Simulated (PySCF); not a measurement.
PySCF input (CCSD(T)/cc-pVDZ):

```python
from pyscf import gto, scf, mp, cc as ccmod

mol = gto.M(
    atom='''
    S    -0.04999147   -0.01908382   -0.41466625
    C    -0.07168400   -0.01278042    1.22690343
    H     1.22996749    0.38202373   -0.72676059
    ''',
    basis='cc-pvdz',
    charge=0,
    spin=1,
    verbose=4,
)

mf = scf.UHF(mol)
mf.conv_tol = 1e-10
mf.max_cycle = 100
mf.kernel()
mo, _, stable, _ = mf.stability(return_status=True)
if not stable:
    mf.kernel(mf.make_rdm1(mo, mf.mo_occ))
mp2 = mp.MP2(mf, frozen=6).run()
cc = ccmod.CCSD(mf, frozen=6)
cc.max_cycle = 100
cc.kernel()
et = cc.ccsd_t()
print(f'E(CCSD(T)) = {cc.e_tot + et:.9f}')
```

Output:

```
PySCF version 2.14.0

[INPUT] verbose = 4
[INPUT] num. atoms = 3
[INPUT] num. electrons = 23
[INPUT] charge = 0
[INPUT] spin (= nelec alpha-beta = 2S) = 1
[INPUT] symmetry False subgroup None
[INPUT] Mole.unit = angstrom
[INPUT] Symbol           X                Y                Z      unit          X                Y                Z       unit  Magmom
[INPUT]  1 S     -0.049991470000  -0.019083820000  -0.414666250000 AA   -0.094470186864  -0.036063193210  -0.783605645600 Bohr   0.0
[INPUT]  2 C     -0.071684000000  -0.012780420000   1.226903430000 AA   -0.135463127513  -0.024151493557   2.318511463989 Bohr   0.0
[INPUT]  3 H      1.229967490000   0.382023730000  -0.726760590000 AA    2.324301698219   0.721920222785  -1.373378473227 Bohr   0.0

nuclear repulsion = 38.4254506862656
number of shells = 13
number of NR pGTOs = 74
number of NR cGTOs = 37
basis = cc-pvdz
ecp = {}

******** <class 'pyscf.scf.uhf.UHF'> ********
method = UHF
initial guess = minao
damping factor = 0
level_shift factor = 0
DIIS = <class 'pyscf.scf.diis.CDIIS'>
diis_start_cycle = 1
diis_space = 8
diis_damp = 0
SCF conv_tol = 1e-10
SCF conv_tol_grad = None
SCF max_cycles = 100
direct_scf = True
direct_scf_tol = 1e-13
number electrons alpha = 12  beta = 11
Set gradient conv threshold to 1e-05
init E= -435.834135734679
  alpha nocc = 12  HOMO = -0.0752568693500177  LUMO = -0.0182296753884175
  beta  nocc = 11  HOMO = -0.286720725428135  LUMO = -0.0752568693500177

WARN: HOMO -0.0752568693500177 >= LUMO -0.0752568693500177

cycle= 1 E= -435.809499864107  delta_E= 0.0246  |g|= 0.196  |ddm|= 1.29
  alpha nocc = 12  HOMO = -0.382978811425395  LUMO = 0.0482313754348835
  beta  nocc = 11  HOMO = -0.450605370822759  LUMO = 0.0352580123313984
  HOMO = -0.382978811425  LUMO = 0.0352580123314  gap/eV = 11.38080
cycle= 2 E= -435.843283764959  delta_E= -0.0338  |g|= 0.0827  |ddm|= 0.31
  alpha nocc = 12  HOMO = -0.359988643703543  LUMO = 0.0922506110203898
  beta  nocc = 11  HOMO = -0.411671678540046  LUMO = 0.0828236971397525
  HOMO = -0.359988643704  LUMO = 0.0828236971398  gap/eV = 12.04954
cycle= 3 E= -435.849815467963  delta_E= -0.00653  |g|= 0.0389  |ddm|= 0.0992
  alpha nocc = 12  HOMO = -0.378832989588265  LUMO = 0.0920237169799707
  beta  nocc = 11  HOMO = -0.420285940403229  LUMO = 0.0896889747691216
  HOMO = -0.378832989588  LUMO = 0.0896889747691  gap/eV = 12.74913
cycle= 4 E= -435.85205199807  delta_E= -0.00224  |g|= 0.0129  |ddm|= 0.0868
  alpha nocc = 12  HOMO = -0.384245741822424  LUMO = 0.0936098972945341
  beta  nocc = 11  HOMO = -0.420528586765313  LUMO = 0.0903435324586166
  HOMO = -0.384245741822  LUMO = 0.0903435324586  gap/eV = 12.91423
cycle= 5 E= -435.852389714178  delta_E= -0.000338  |g|= 0.00498  |ddm|= 0.0327
  alpha nocc = 12  HOMO = -0.38495506710928  LUMO = 0.0949462603697886
  beta  nocc = 11  HOMO = -0.419856322659496  LUMO = 0.0904632397210965
  HOMO = -0.384955067109  LUMO = 0.0904632397211  gap/eV = 12.93679
cycle= 6 E= -435.852455328285  delta_E= -6.56e-05  |g|= 0.00234  |ddm|= 0.0142
  alpha nocc = 12  HOMO = -0.385428198775573  LUMO = 0.0956484807552198
  beta  nocc = 11  HOMO = -0.419747874080902  LUMO = 0.0904775070836257
  HOMO = -0.385428198776  LUMO = 0.0904775070836  gap/eV = 12.95005
cycle= 7 E= -435.852477449938  delta_E= -2.21e-05  |g|= 0.00135  |ddm|= 0.00759
  alpha nocc = 12  HOMO = -0.385295807302466  LUMO = 0.0962744236838731
  beta  nocc = 11  HOMO = -0.419500120228004  LUMO = 0.0904812064026461
  HOMO = -0.385295807302  LUMO = 0.0904812064026  gap/eV = 12.94655
cycle= 8 E= -435.852488237565  delta_E= -1.08e-05  |g|= 0.000727  |ddm|= 0.00585
  alpha nocc = 12  HOMO = -0.38527015103595  LUMO = 0.0966151832898681
  beta  nocc = 11  HOMO = -0.419402966575779  LUMO = 0.0904486335117687
  HOMO = -0.385270151036  LUMO = 0.0904486335118  gap/eV = 12.94497
cycle= 9 E= -435.852491641741  delta_E= -3.4e-06  |g|= 0.000274  |ddm|= 0.00415
  alpha nocc = 12  HOMO = -0.38522334657122  LUMO = 0.0967630410052802
  beta  nocc = 11  HOMO = -0.419334388695773  LUMO = 0.0904988752199016
  HOMO = -0.385223346571  LUMO = 0.0904988752199  gap/eV = 12.94506
cycle= 10 E= -435.852492020893  delta_E= -3.79e-07  |g|= 0.000116  |ddm|= 0.00136
  alpha nocc = 12  HOMO = -0.385212899369446  LUMO = 0.0967865452213004
  beta  nocc = 11  HOMO = -0.419338806824832  LUMO = 0.0905235394905692
  HOMO = -0.385212899369  LUMO = 0.0905235394906  gap/eV = 12.94545
cycle= 11 E= -435.85249207419  delta_E= -5.33e-08  |g|= 5.27e-05  |ddm|= 0.00048
  alpha nocc = 12  HOMO = -0.385216374581189  LUMO = 0.0967972623466795
  beta  nocc = 11  HOMO = -0.419345911754865  LUMO = 0.09052970771081
  HOMO = -0.385216374581  LUMO = 0.0905297077108  gap/eV = 12.94571
cycle= 12 E= -435.852492086127  delta_E= -1.19e-08  |g|= 2.18e-05  |ddm|= 0.000265
  alpha nocc = 12  HOMO = -0.385213472438054  LUMO = 0.0968055281322542
  beta  nocc = 11  HOMO = -0.419342354324427  LUMO = 0.0905342963885447
  HOMO = -0.385213472438  LUMO = 0.0905342963885  gap/eV = 12.94576
cycle= 13 E= -435.852492087904  delta_E= -1.78e-09  |g|= 1.09e-05  |ddm|= 0.000101
  alpha nocc = 12  HOMO = -0.385216132270499  LUMO = 0.0968046831641569
  beta  nocc = 11  HOMO = -0.419344565489224  LUMO = 0.0905328089997997
  HOMO = -0.38521613227  LUMO = 0.0905328089998  gap/eV = 12.94579
cycle= 14 E= -435.852492088205  delta_E= -3.01e-10  |g|= 4.81e-06  |ddm|= 3.62e-05
  alpha nocc = 12  HOMO = -0.385215468898277  LUMO = 0.096805683386064
  beta  nocc = 11  HOMO = -0.419343324130994  LUMO = 0.0905327884057194
  HOMO = -0.385215468898  LUMO = 0.0905327884057  gap/eV = 12.94577
cycle= 15 E= -435.852492088262  delta_E= -5.67e-11  |g|= 1.49e-06  |ddm|= 1.7e-05
  alpha nocc = 12  HOMO = -0.385215184346083  LUMO = 0.0968056553408263
  beta  nocc = 11  HOMO = -0.419343170098122  LUMO = 0.0905328466903037
  HOMO = -0.385215184346  LUMO = 0.0905328466903  gap/eV = 12.94576
Extra cycle  E= -435.852492088265  delta_E= -3.07e-12  |g|= 8.83e-07  |ddm|= 2.46e-06
converged SCF energy = -435.852492088265  <S^2> = 0.77001886  2S+1 = 2.0199197
uhf_internal: lowest eigs of H = [0.03185547 0.09587751 0.20323359]
<class 'pyscf.scf.uhf.UHF'> wavefunction is stable in the internal stability analysis

******** <class 'pyscf.mp.ump2.UMP2'> ********
nocc = (np.int64(6), np.int64(5)), nmo = (31, 31)
frozen orbitals 6
E(UMP2) = -436.074013537051  E_corr = -0.221521448786831
E(SCS-UMP2) = -436.071678277851  E_corr = -0.219186189586653
E_corr(same-spin) = -0.0538148641817822
E_corr(oppo-spin) = -0.167706584605049

******** <class 'pyscf.cc.uccsd.UCCSD'> ********
CC2 = 0
CCSD nocc = (np.int64(6), np.int64(5)), nmo = (31, 31)
frozen orbitals 6
max_cycle = 100
direct = 0
conv_tol = 1e-07
conv_tol_normt = 1e-06
diis_space = 6
diis_start_cycle = 0
diis_start_energy_diff = 1e+09
Init t2, MP2 energy = -0.221521449551549
Init E_corr(UCCSD) = -0.221521449552417
cycle = 1  E_corr(UCCSD) = -0.241740961311214  dE = -0.0202195118  norm(t1,t2) = 0.0862957
cycle = 2  E_corr(UCCSD) = -0.250527928359479  dE = -0.00878696705  norm(t1,t2) = 0.0321212
cycle = 3  E_corr(UCCSD) = -0.25301542485386  dE = -0.00248749649  norm(t1,t2) = 0.0210442
cycle = 4  E_corr(UCCSD) = -0.255553199583659  dE = -0.00253777473  norm(t1,t2) = 0.0103625
cycle = 5  E_corr(UCCSD) = -0.255269208632027  dE = 0.000283990952  norm(t1,t2) = 0.00425746
cycle = 6  E_corr(UCCSD) = -0.255306669753334  dE = -3.74611213e-05  norm(t1,t2) = 0.00151159
cycle = 7  E_corr(UCCSD) = -0.255349201439367  dE = -4.2531686e-05  norm(t1,t2) = 0.0006442
cycle = 8  E_corr(UCCSD) = -0.255347083893936  dE = 2.11754543e-06  norm(t1,t2) = 0.000257326
cycle = 9  E_corr(UCCSD) = -0.255345024731696  dE = 2.05916224e-06  norm(t1,t2) = 0.000124929
cycle = 10  E_corr(UCCSD) = -0.255345225786575  dE = -2.01054879e-07  norm(t1,t2) = 5.14902e-05
cycle = 11  E_corr(UCCSD) = -0.255345197493899  dE = 2.82926762e-08  norm(t1,t2) = 3.09009e-05
cycle = 12  E_corr(UCCSD) = -0.255344727627034  dE = 4.69866864e-07  norm(t1,t2) = 1.70386e-05
cycle = 13  E_corr(UCCSD) = -0.255344562524276  dE = 1.65102758e-07  norm(t1,t2) = 8.85139e-06
cycle = 14  E_corr(UCCSD) = -0.255344583552742  dE = -2.10284663e-08  norm(t1,t2) = 3.81161e-06
cycle = 15  E_corr(UCCSD) = -0.255344654286473  dE = -7.07337303e-08  norm(t1,t2) = 1.75365e-06
cycle = 16  E_corr(UCCSD) = -0.255344667043837  dE = -1.27573646e-08  norm(t1,t2) = 8.09538e-07
UCCSD converged
E(UCCSD) = -436.1078367553085  E_corr = -0.2553446670438371
UCCSD(T) correction = -0.00986036443185223
E(CCSD(T)) = -436.117697120
```

It need not be the lowest isomer of its formula.
